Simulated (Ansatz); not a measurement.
`O[Si](F)(Cl)Cl` + H₂Te → `O[Si](F)(Cl)[TeH]` + HCl at 500 K and 1 bar (ligand exchange at the Si–Cl bond).

Program: Ansatz. Geometries: PBE0-D4/def2-TZVP. ΔE: electronic, gas phase. CCSD(T)/CBS adds triple-zeta CCSD(T) − MP2 to the extrapolated MP2 energy (def2 sets, frozen cores). This one scheme is used for every species. def2 core potentials past Kr. For Te outer-core shells are correlated without core-valence functions, which leaves a few kJ/mol of doubt a bond. Each species was taken in one conformer, which may not be the lowest.

```
            species  CCSD(T)/CBS energy (Eh)  H − E (kJ/mol)  S (J/(mol·K))
   `O[Si](F)(Cl)Cl`              -1384.43664            95.1          392.9
               H₂Te               -268.91024            48.9          247.6
`O[Si](F)(Cl)[TeH]`              -1192.94963           116.5          438.6
                HCl               -460.38127            32.5          201.9
```

H − E and S are ideal-gas, rigid-rotor, harmonic terms from PBE0-D4/def2-TZVP, for one conformer and one mirror image of each species. 1 Eh = 2625.50 kJ/mol, R = 8.31446 J/(mol·K).

Q: By hand: ΔE, ΔH, ΔS and ΔG.

A: ΔE = (-1192.94963) + (-460.38127) − (-1384.43664) − (-268.91024) = 0.01598 Eh = 42.0 kJ/mol. Δ(H − E) = 116.5 + 32.5 − 95.1 − 48.9 = 5.0, so ΔH = 47.0 kJ/mol. ΔS = 438.6 + 201.9 − 392.9 − 247.6 = 0.0 J/(mol·K). ΔG = 47.0 − 500 × (0.0)/1000 = 47.0 kJ/mol.

Q: By hand: the equilibrium constant, and the temperature at which ΔG would vanish if ΔH and ΔS stayed fixed.

A: log₁₀ K = −ΔG/(RT ln 10) = -4.9. With ΔH or ΔS at zero there is no such temperature.

The number of gas molecules stays the same, so ΔS is small and ΔH decides. A doubt of 5 kJ/mol in ΔE shifts log₁₀ K by 0.5 here. Other conformers and mirror images would add mixing entropy, several J/(mol·K) or more a flexible species. These are equilibria of isolated gas molecules and say nothing of rates. Largest T1 diagnostic: 0.011 (customary marks: 0.02 for closed shells, 0.045 for open ones).

ΔS is within the doubt of such terms, so its sign, and with it that verdict, could turn.
